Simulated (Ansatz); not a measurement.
Two members of one family (Sn nanocrystals, cubic, H-capped), computed with Ansatz in the gas phase; def2 core potentials for Sn, no spin–orbit coupling. Binding counts from free atoms in the multiplicity of their measured ground term, without zero-point energy. Sets without diffuse functions give affinities that are too small. A dash marks a value that wasn't run or was left out as unsound. The structures are stationary points that may keep the symmetry of their start. Remarks come from the PBE and PBE0 runs and from stability tests at other levels; not every state was tested. HOMO above LUMO (over both spins in singlets and doublets, within one spin in higher multiplets; at PBE or PBE0), or a gap under 0.15 eV within one spin, warns that the state may not be the lowest or that an electron is smeared out.

First: Sn19H28 (singlet, charge 0, PBE-D4/def2-SVP geometry).

Cartesian coordinates in Å:
```
Sn 0.790 -3.579 3.229
Sn -0.414 -4.752 -1.058
Sn -0.214 0.632 4.838
Sn -1.335 -0.515 0.516
Sn -2.414 3.656 2.157
Sn 1.995 2.530 1.216
Sn -3.620 2.483 -2.142
Sn 2.991 -1.661 -0.387
Sn 0.792 1.359 -3.062
Sn -2.626 -1.716 -3.744
Sn 1.554 -1.549 5.022
Sn 0.526 -2.643 0.574
Sn -0.897 -3.936 -3.708
Sn 3.927 0.475 1.197
Sn -0.481 1.595 2.194
Sn -1.697 0.411 -2.130
Sn -2.928 4.613 -0.439
Sn 1.764 3.450 -1.439
Sn 2.744 -0.674 -3.017
H 1.924 -4.896 3.275
H -0.745 -4.218 3.733
H -1.897 -5.345 -0.374
H 0.719 -6.071 -1.020
H -1.782 0.124 5.390
H 0.294 1.923 5.886
H -2.867 -1.105 1.110
H -3.892 3.025 2.822
H -1.908 4.953 3.200
H 2.545 3.833 2.237
H -5.137 1.818 -1.614
H -3.860 3.051 -3.768
H 4.159 -2.957 -0.361
H 0.594 1.937 -4.696
H -4.182 -2.209 -3.145
H -2.868 -1.155 -5.371
H 1.586 -2.166 6.648
H 3.160 -1.020 4.638
H -1.578 -5.245 -4.627
H 0.606 -3.505 -4.457
H 4.291 -0.053 2.811
H 5.399 1.090 0.505
H -1.507 5.397 -1.051
H -4.200 5.797 -0.405
H 0.734 4.845 -1.531
H 3.337 3.924 -2.011
H 2.348 -1.949 -4.127
H 4.270 -0.005 -3.515
```

```tsv
level	HOMO (eV)	LUMO (eV)	gap (eV)	vertical IE (eV)	vertical EA (eV)	binding per atom (eV)
PBE-D4/def2-SVP	-5.78	-2.93	2.85	7.09	1.76	2.44
PBE-D4/def2-TZVP	-5.84	-3.05	2.79	–	–	2.45
r2SCAN-D4/def2-SVP	-6.00	-2.80	3.20	–	–	2.44
PBE0-D4/def2-SVP	-6.58	-2.27	4.32	7.52	1.48	2.43
PBE0-D4/def2-TZVP	-6.60	-2.35	4.26	–	–	2.45
```

Remarks: gap within one spin near zero at PBE or PBE0 (+1 doublet).

Second: Sn20H28 (singlet, charge 0, PBE-D4/def2-SVP geometry).

Cartesian coordinates in Å:
```
Sn 3.026 -0.582 -4.196
Sn -2.940 -4.244 -0.937
Sn -1.702 -2.323 3.575
Sn 4.279 1.537 -0.181
Sn 1.883 0.546 3.622
Sn 0.684 -1.379 -0.345
Sn -1.292 0.994 -3.680
Sn -3.607 0.204 0.168
Sn -0.005 3.131 0.327
Sn -2.448 2.145 4.147
Sn -0.326 -3.607 -1.756
Sn 3.244 -0.791 -1.392
Sn 1.201 1.436 -4.904
Sn 0.829 -1.796 2.444
Sn -4.637 -2.022 -1.227
Sn -3.453 -0.205 2.954
Sn 4.454 1.095 2.598
Sn 2.583 3.743 -0.617
Sn 0.120 2.691 3.114
Sn -1.045 0.795 -0.873
H 4.580 -0.277 -4.912
H 2.467 -2.102 -4.825
H -3.555 -5.606 -1.826
H -2.897 -4.714 0.733
H -1.532 -2.422 5.304
H -2.332 -3.846 3.025
H 5.865 1.881 -0.822
H 1.985 0.309 5.348
H -1.972 -0.500 -4.256
H -2.423 2.244 -4.102
H -4.645 1.578 -0.121
H -1.087 4.462 0.004
H -2.373 1.966 5.875
H -3.509 3.482 3.820
H 0.733 -4.972 -1.568
H -0.321 -3.206 -3.449
H 4.311 -2.119 -1.006
H 1.037 1.536 -6.632
H 1.814 2.970 -4.369
H 1.910 -3.129 2.764
H -6.243 -2.402 -0.681
H -4.768 -1.615 -2.911
H -5.040 -0.551 3.592
H 5.513 -0.245 2.924
H 5.129 2.487 3.393
H 3.196 5.106 0.274
H 2.550 4.192 -2.296
H 0.759 4.123 3.881
```

Problem. Estimate the same table for the second.

Solution. 
| level | HOMO (eV) | LUMO (eV) | gap (eV) | vertical IE (eV) | vertical EA (eV) | binding per atom (eV) |
| --- | --- | --- | --- | --- | --- | --- |
| PBE-D4/def2-SVP | -5.74 | -2.84 | 2.89 | 7.06 | 1.68 | 2.45 |
| PBE-D4/def2-TZVP | -5.80 | -2.96 | 2.85 | – | – | 2.46 |
| r2SCAN-D4/def2-SVP | -5.96 | -2.70 | 3.26 | – | – | 2.45 |
| PBE0-D4/def2-SVP | -6.55 | -2.14 | 4.41 | 7.47 | 1.36 | 2.45 |
| PBE0-D4/def2-TZVP | -6.58 | -2.22 | 4.36 | – | – | 2.46 |

Remarks: gap within one spin near zero at PBE or PBE0 (+1 doublet), gap within one spin near zero at PBE or PBE0 (-1 doublet).
